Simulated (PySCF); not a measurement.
C8H10O.
Geometry (PBE0-D3(BJ)/def2-SVP, Å), atoms numbered from 1 in this order:
```xyz
19
C8H10O angstrom
C     -0.088    2.556    0.910
C     -0.148    1.358    0.734
C     -0.221   -0.081    0.496
C     -1.501   -0.508   -0.225
C     -2.765   -0.207    0.559
C      1.039   -0.565   -0.242
O      0.951   -1.250   -1.232
C      2.345   -0.178    0.355
C      3.490   -0.598   -0.190
H     -0.035    3.617    1.065
H     -0.184   -0.578    1.488
H     -1.524   -0.011   -1.208
H     -1.415   -1.584   -0.437
H     -2.864    0.870    0.765
H     -3.658   -0.525    0.001
H     -2.774   -0.733    1.527
H      2.332    0.456    1.247
H      4.462   -0.335    0.234
H      3.463   -1.222   -1.088
```

Linear response at CAM-B3LYP/def2-SVPD (PySCF, frozen core in the response, non-relativistic).

Static isotropic polarisability: 97.19 au (14.40 Å³), principal values 72.7, 102.3, 116.6 au.

Problem. What is the polarisability at 1064 nm and at the sodium D line?

Solution. 98.15 au at 1064 nm (+1.0 %), 100.47 au at 589.3 nm (+3.4 %). The rise at 589.3 nm is 3.42 times that at 1064 nm; a pure ω² law gives 3.26. The lowest singlet lies at 320 nm, shorter than both wavelengths.

Problem. What is the isotropic C6 coefficient between two such molecules, C6 = (3/π)∫α(iω)² dω?

Solution. 3787 au (Eh·bohr⁶) by a ten-point quadrature over imaginary frequencies, which is 2260 eV·Å⁶ or 218 J·nm⁶/mol.

Problem. Which effective excitation energy ω̄ makes London's formula C6 = (3/4)α²ω̄ exact here?

Solution. ω̄ = 4·C6/(3α²) = 0.535 Eh = 14.5 eV. A one-pole form α(ω) = α/(1 − ω²/ω̄²) fitted to the 1064 nm value gives 11.8 eV.

Problem. The lowest 6 singlets have (eV, f): 3.87, 0.001; 5.87, 0.072; 5.95, 0.229; 6.28, 0.020; 6.49, 0.001; 6.81, 0.002. What share of the static polarisability do they carry in the sum over states α = Σ f/ω²?

Solution. 6.81 au, 7.0 % of α; the largest term, 4.78 au, is that of the state at 5.95 eV. Their oscillator strengths add up to 0.33. Higher states carry the rest.

Problem. What n − 1 at the D line would an ideal gas of it have at 273.15 K and 1 atm (2.6868 × 10¹⁹ cm⁻³), by n − 1 = 2π·N·α′?

Solution. 25.13 × 10⁻⁴, a formal value whether or not that pressure can be reached.

Problem. What molar refraction at the D line follows from R = (4π/3)·N_A·α′, with α′ the polarisability volume?

Solution. α′ = 14.89 Å³ gives R = 37.56 cm³/mol, for isolated, non-vibrating species.

Problem. What three-body coefficient follows from the one-pole estimate C9 = (3/4)·α·C6?

Solution. 276000 au. This is an estimate from the two numbers above, not a computed integral.

One conformer stands for the species.
